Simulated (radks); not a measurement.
The nuclear charge of the cadmium ion Cd+ is varied continuously with 47 electrons held in [Kr] 4d10 5s1. All-electron calculation, scalar-relativistic Kohn-Sham, PBE, spin-unpolarised, spherical densities, finite nucleus; Fermi nuclear charge, rms radius 4.6087 fm. Program: a radial shooting solver on a logarithmic mesh with Libxc functionals. By the Hellmann-Feynman theorem dE/dZ = E(electron-nucleus)/Z, the electronic potential at the nucleus (averaged over a nucleus of fixed radius). The scalar-relativistic energy here is not variational (the density holds large components alone), so the two differ by a part that grows with Z.

\begin{tabular}{lrrrrr}
Z & E (hartree) & E(electron-nucleus)/Z (hartree) & HOMO & e(HOMO) (eV) & <r> HOMO (bohr) \\ \hline
47.5 & -5454.03681 & -277.436 & 5s & -8.457 & 2.867 \\
47.6 & -5481.90403 & -278.243 & 5s & -9.336 & 2.818 \\
47.7 & -5509.85265 & -279.051 & 5s & -10.236 & 2.773 \\
47.8 & -5537.88266 & -279.858 & 5s & -11.157 & 2.730 \\
47.9 & -5565.99405 & -280.666 & 5s & -12.097 & 2.689 \\
48 & -5594.18681 & -281.473 & 5s & -13.058 & 2.650 \\
48.1 & -5622.46095 & -282.280 & 5s & -14.037 & 2.613 \\
48.2 & -5650.81645 & -283.087 & 5s & -15.036 & 2.578 \\
48.3 & -5679.25333 & -283.895 & 5s & -16.053 & 2.544 \\
48.4 & -5707.77159 & -284.702 & 5s & -17.089 & 2.512 \\
48.5 & -5736.37124 & -285.509 & 5s & -18.142 & 2.481 \\
48.6 & -5765.05227 & -286.316 & 5s & -19.213 & 2.451 \\
48.7 & -5793.81471 & -287.124 & 5s & -20.302 & 2.422 \\
48.8 & -5822.65855 & -287.931 & 5s & -21.408 & 2.394 \\
48.9 & -5851.58382 & -288.739 & 5s & -22.531 & 2.367 \\
49 & -5880.59053 & -289.546 & 5s & -23.671 & 2.341 \\
\end{tabular}

The central difference of E at Z = 48 is -282.334 hartree, to compare with the third column; the second derivative is -8.14 hartree.
